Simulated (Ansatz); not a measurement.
`O[SiH](F)S` and `N[SiH](F)S` differ in one atom or group.

Ansatz, PBE0-D4/def2-TZVP geometries, multiplicity 1. Each molecule was computed in one conformer, which needn't be the lowest.

```
                                        property  `O[SiH](F)S`
              HOMO energy (PBE0/def2-TZVPP) / eV         -7.94
  zero-point energy (PBE0-D4/def2-TZVP) / kJ/mol          94.5
            HOMO–LUMO gap (PBE0/def2-TZVPP) / eV          8.02
size of the dipole moment (B3LYP/def2-TZVPP) / D          0.80
              LUMO energy (PBE0/def2-TZVPP) / eV          0.08
             HOMO–LUMO gap (PBE/def2-TZVPP) / eV          5.82
```

Problem. What does the change do to each property? (Estimate.)

Solution. Computed: 
```
                                        property  `N[SiH](F)S`  shift
              HOMO energy (PBE0/def2-TZVPP) / eV         -7.67   0.27
  zero-point energy (PBE0-D4/def2-TZVP) / kJ/mol         126.1   31.6
            HOMO–LUMO gap (PBE0/def2-TZVPP) / eV          8.07   0.05
size of the dipole moment (B3LYP/def2-TZVPP) / D          1.55   0.75
              LUMO energy (PBE0/def2-TZVPP) / eV          0.40   0.32
             HOMO–LUMO gap (PBE/def2-TZVPP) / eV          5.89   0.07
```

With PBE0 the HOMO rises by 0.27 eV and the LUMO rises by 0.32 eV, so the gap widens by about 0.05 eV. PBE moves the HOMO by 0.26 eV and ωB97M-V by 0.27 eV. The zero-point energy changes by 31.6 kJ/mol with +3 modes. Dipoles are sizes alone; their direction can turn.

B3LYP here is the variant with VWN-RPA as its local correlation; programs differ in this.
